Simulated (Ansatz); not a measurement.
GeH4OSSe, SMILES `[OH][GeH]([SH])[SeH]`, relaxed with RKS PBE0-D4/def2-TZVP in Ansatz 0.2.0 from a PBE-D4/def2-SVP geometry. The force threshold is 0.005 eV/Å; the program also tests the step.

Total charge 0; spin multiplicity 1.

Start:

```xyz
8

O     0.778   -1.559   -0.253
Ge    0.066    0.053   -0.604
S    -1.844    0.308    0.550
Se    1.418    1.899    0.021
H     1.032   -1.629    0.687
H    -0.083    0.028   -2.142
H    -2.230   -0.984    0.340
H     0.864    1.884    1.400
```

(1) By how much does the energy fall, and how many steps does the optimiser take? (An estimate is asked.)

(2) Which bonds change most? (Best estimate.)

(3) Give the relaxed structure. (Estimate.)

Results:

(1) Ansatz gave: 3.37 kJ/mol, in 6 steps.

(2) Computed: Ge2–S3 from 2.247 to 2.218 Å; Ge2–Se4 from 2.372 to 2.348 Å; O1–Ge2 from 1.797 to 1.773 Å; S3–H7 from 1.365 to 1.345 Å.

(3) Computed: 
```xyz
8

O     0.781   -1.528   -0.233
Ge    0.062    0.052   -0.594
S    -1.820    0.286    0.556
Se    1.414    1.871    0.019
H     1.029   -1.615    0.691
H    -0.114    0.030   -2.115
H    -2.221   -0.970    0.293
H     0.869    1.874    1.383
```
